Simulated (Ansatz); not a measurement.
Gas-phase electronic energies from Ansatz, PBE0-D4/def2-TZVP geometries. CBS: MP2 limit from def2 TZ/QZ plus the TZ coupled-cluster correction, frozen cores. DFT in def2-TZVPP. B3LYP here is the variant with VWN-RPA as its local correlation; programs differ in this. HSE06 is defined as in plane-wave codes. Each species was taken in one conformer, which may not be the lowest.

Reaction (ligand exchange at a B–O bond): `B[O][AlH][CH3]` + `O[SiH3]` → `BO[SiH3]` + `[CH3][AlH][OH]`

```csv
level,ΔE (kJ/mol),difference from CCSD(T)/CBS
LDA (SPW92),4.5,1.9
PBE-D4,4.1,1.5
revPBE-D4,3.3,0.7
BLYP-D4,3.9,1.3
r2SCAN-D4,5.2,2.6
B97M-V,6.5,3.9
PBE0-D4,4.8,2.2
B3LYP-D4,4.8,2.2
r2SCANh-D4,5.3,2.7
r2SCAN0-D4,5.5,2.9
HSE06-D4,4.9,2.3
BHLYP-D4,5.6,3.0
ωB97X-V,3.4,0.8
ωB97M-V,3.6,1.0
B2PLYP,4.1,1.5
PBE,4.6,2.0
revPBE,5.2,2.6
BLYP,5.4,2.8
r2SCAN,5.2,2.6
PBE0,5.3,2.7
B3LYP,5.8,3.2
r2SCANh,5.4,2.8
r2SCAN0,5.6,3.0
HSE06,5.3,2.7
CAM-B3LYP,5.2,2.6
LC-ωPBE,4.5,1.9
RPA@PBE/def2-TZVPP,1.1,-1.5
HF/def2-SVP,9.7,7.1
MP2/def2-SVP,3.5,0.9
CCSD/def2-SVP,4.1,1.5
CCSD(T)/def2-SVP,3.5,0.9
HF/def2-TZVPP,7.4,4.8
MP2/def2-TZVPP,2.0,-0.6
SCS-MP2/def2-TZVPP,2.5,-0.1
CCSD/def2-TZVPP,3.1,0.5
CCSD(T)/def2-TZVPP,2.3,-0.3
HF/def2-QZVPP,7.3,4.7
SCS-MP2/def2-QZVPP,2.6,0.0
HF/CBS(def2),7.3,4.7
MP2/CBS(def2),2.2,-0.4
CCSD(T)/CBS,2.6,0
```

Largest T1 diagnostic among the species: 0.013.

Leaving LDA and LC-ωPBE aside and taking each functional with its dispersion term where it has one, the values spread over 3.3 kJ/mol, from revPBE-D4 to B97M-V. In def2-TZVPP, CCSD(T) changes the Hartree–Fock value by −5.0 kJ/mol (the triples alone add −0.7 kJ/mol) and MP2 by −5.4 kJ/mol.
